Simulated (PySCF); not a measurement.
# Ionisation energy of Ba(33+) by level of theory

Ba(33+) [Ar] 3d5 [3d3/2^4 3d5/2^1, M_J = 5/2] → Ba(34+) [Ar] 3d4 [3d3/2^4, M_J = 0], as a difference of total energies. Computed with PySCF 2.14 in an even-tempered Gaussian basis (16 s from 5.9 bohr⁻², ratio 2.8; 12 p from 7.6 bohr⁻², ratio 2.8; 8 d from 7.6 bohr⁻², ratio 2.8; 3 f from 27 bohr⁻², ratio 3), with the two-component X2C-1e Hamiltonian. Correlated levels: [Ne] frozen; the 74 highest virtual spinors dropped. "Screened" scales the spin-orbit matrix elements by Boettger's factors to mimic the two-electron term; Breit and QED terms are absent.

```tsv
method	ionisation energy (eV)
GHF (spin-free)	2162.3
GMP2 (spin-free)	2162.4
GHF (screened spin-orbit)	2145.2
GMP2 (screened spin-orbit)	2144.2
```

Breit and QED terms and the two-electron picture change are absent.

The spin-free rows relax to the high-spin LS determinant and lack the spin-orbit shift.

The labels give the starting determinants; with spin-orbit coupling the two ends relaxed to ⟨J²⟩ = 8.76, ⟨L²⟩ = 1.64, ⟨S²⟩ = 6.07 and ⟨J²⟩ = 0.00, ⟨L²⟩ = 2.42, ⟨S²⟩ = 2.42.

For comparison: 2142 ± 5 eV (theoretical estimate listed by NIST; NIST Atomic Spectra Database, ionization energies).
